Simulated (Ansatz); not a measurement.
Z-matrix (Å, degrees):
```
C
C 1 1.503
H 1 1.093 2 110.6
H 1 1.091 2 110.0 3 -120.1
H 1 1.091 2 110.0 3 120.2
F 2 1.391 1 109.4 3 -59.8
C 2 1.521 1 113.3 3 58.4
H 2 1.094 1 111.3 3 -178.1
F 7 1.383 2 108.1 1 57.8
C 7 1.504 2 113.6 1 179.6
H 7 1.098 2 109.2 1 -59.5
F 10 1.378 7 110.8 2 -54.0
H 10 1.093 7 109.8 2 -173.5
H 10 1.093 7 109.6 2 65.8
```

Total charge 0; spin multiplicity 1.

(1) List the CAM-B3LYP/def2-TZVPP orbital energies in eV (the Gaussian-basis code of Ansatz). (Estimate.)

Results:

(1) Computed: Occupied: -673.65, -673.47, -673.47, -281.43, -281.28, -281.18, -278.92, -35.38, -35.01, -34.96, -24.42, -22.92, -20.31, -18.83, -17.04, -16.59, -16.18, -15.78, -15.23, -14.72, -14.52, -13.44, -13.02, -13.01, -12.66, -11.70, -11.66, -11.07, -10.76. Lowest empty: 2.11, 2.48, 2.74, 3.02, 3.59, 3.81, 3.85, 4.17.
